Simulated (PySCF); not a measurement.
SMILES O[SiH2][SiH2]C=C (C₂H₈OSi₂), GFN2-xTB optimised geometry.

```
13

C      1.34    -0.87     0.00
C      0.02    -0.87     0.00
Si    -1.07     0.67     0.00
Si    -2.25     0.76     1.97
O     -2.97     2.22     1.85
H      1.93    -1.77     0.01
H      1.90     0.05    -0.01
H     -0.49    -1.83     0.01
H     -1.93     0.57    -1.19
H     -0.19     1.83    -0.24
H     -1.48     0.72     3.22
H     -3.30    -0.26     2.15
H     -3.55     2.56     2.52
```

Density from B3LYP/def2-TZVP in PySCF at that geometry.

Minimum of the electron density along straight lines between bonded atoms, close to the bond critical point (lines longer than 1.1 times the sum of covalent radii, or with two minima, are not listed):

```tsv
bond	length / Å	ρ at the minimum / e bohr⁻³	∇²ρ there / e bohr⁻⁵	position (fraction from the first atom)
C1–C2	1.323	0.359	-1.12	0.51
C2–Si3	1.883	0.118	0.19	0.61
Si3–Si4	2.302	0.103	-0.21	0.47
Si4–O5	1.631	0.140	0.87	0.41
C1–H6	1.080	0.288	-1.03	0.64
C1–H7	1.078	0.290	-1.04	0.64
C2–H8	1.085	0.282	-0.98	0.64
Si3–H9	1.475	0.122	0.17	0.49
Si3–H10	1.471	0.123	0.18	0.49
Si4–H11	1.472	0.124	0.17	0.49
Si4–H12	1.472	0.124	0.17	0.49
O5–H13	0.953	0.363	-2.48	0.81
```
